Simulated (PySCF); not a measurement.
**From a computed spectrum to the compound**

A species of 10 atoms with charge 3 has these harmonic modes (PBE, small Gaussian bases with core potentials, PySCF 2.14.0):

| cm⁻¹ | km/mol | symmetry |
| --- | --- | --- |
| -22 | – | a2 |
| 75 | 7.1 | e |
| 75 | 7.1 | e |
| 104 | 0.0 | a1 |
| 111 | 0.6 | e |
| 111 | 0.6 | e |
| 401 | 0.0 | a1 |
| 412 | 15.5 | e |
| 412 | 15.5 | e |
| 600 | 0.3 | a2 |
| 633 | 80.8 | e |
| 633 | 80.8 | e |
| 650 | 66.2 | e |
| 650 | 66.2 | e |
| 669 | 1032.3 | a2 |
| 1622 | 199.0 | e |
| 1622 | 199.0 | e |
| 1628 | 0.0 | a1 |
| 3421 | 844.2 | e |
| 3421 | 844.2 | e |
| 3442 | 0.0 | a1 |
| 3453 | 76.9 | a2 |
| 3457 | 617.2 | e |
| 3457 | 617.2 | e |

Question: Which species is it, and in which structure?

Answer: [Dy(H2O)3]3+ (singlet in the valence; each metal's 4f electrons, 9 of them, lie in its core potential, out of spins and levels):
```xyz
10

Dy    0.0000    0.0000    0.0000
O     2.2532    0.0000    0.0000
H     2.8776   -0.7564    0.1927
H     2.8776    0.7564   -0.1927
O    -1.1266    1.9513    0.0000
H    -0.7837    2.8703    0.1927
H    -2.0939    2.1139   -0.1927
O    -1.1266   -1.9513    0.0000
H    -2.0939   -2.1139    0.1927
H    -0.7837   -2.8703   -0.1927
```
 Negative wavenumbers this small are taken as noise. An lcecp potential fixes the number of 4f electrons, so in runs with it no electron can move into or out of that shell.
 Other answers can fit too; this one was computed.
